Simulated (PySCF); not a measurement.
# Which enantiomer?

Theory: TDDFT B3LYP/def2-SVPD circular dichroism and optical rotation, one conformer, gas phase in PySCF. Geometry: GFN2-xTB.

States above about 6.1 eV lie in this functional's continuum (it starts at minus the energy of the highest occupied orbital, well below the true ionisation energy for most functionals) and depend on the basis.

Values for one enantiomer of C5H10BN, R in 10⁻⁴⁰ esu² cm² (velocity form):
```tsv
λ (nm)	f	R
266	8e-05	-1.8
243	0.002	-0.1
220	0.0008	-0.1
215	0.007	+3.8
199	0.012	+1.6
198	0.003	-0.7
194	0.027	-14.3
191	0.013	-33.7
190	0.014	-3.8
187	0.005	-11.3
185	0.005	+31.2
183	0.019	+5.5
179	0.014	+21.9
178	0.018	-5.3
177	0.003	+9.3
176	0.086	+10.6
```

[α] at 589.3 nm: +18 deg dm⁻¹ (g/mL)⁻¹ (origin-invariant length gauge).

**Question.** Which structure gives these signs?
A. C#C[C@@H]1CC[B@H-]1[NH3+]
B. C#C[C@H]1CC[B@@H-]1[NH3+]

**Answer.** B. Its CIP labels in SMILES order are R, S; the other enantiomer gives every sign reversed.

The signs above follow by mirror symmetry from the run on the other enantiomer. Geometry of C#C[C@@H]1CC[B@H-]1[NH3+] as run:
```xyz
17

C     3.123   -0.344    0.997
C     2.042   -0.210    0.496
C     0.735   -0.049   -0.078
C     0.262    1.415   -0.257
C    -1.154    1.129    0.275
B    -0.612   -0.300    0.831
N    -1.477   -1.552    0.205
H     4.069   -0.455    1.437
H     0.720   -0.573   -1.043
H     0.813    2.083    0.404
H     0.325    1.805   -1.275
H    -1.519    1.882    0.973
H    -1.879    1.074   -0.542
H    -0.508   -0.490    1.995
H    -1.582   -1.397   -0.794
H    -2.390   -1.590    0.646
H    -0.972   -2.417    0.369
```
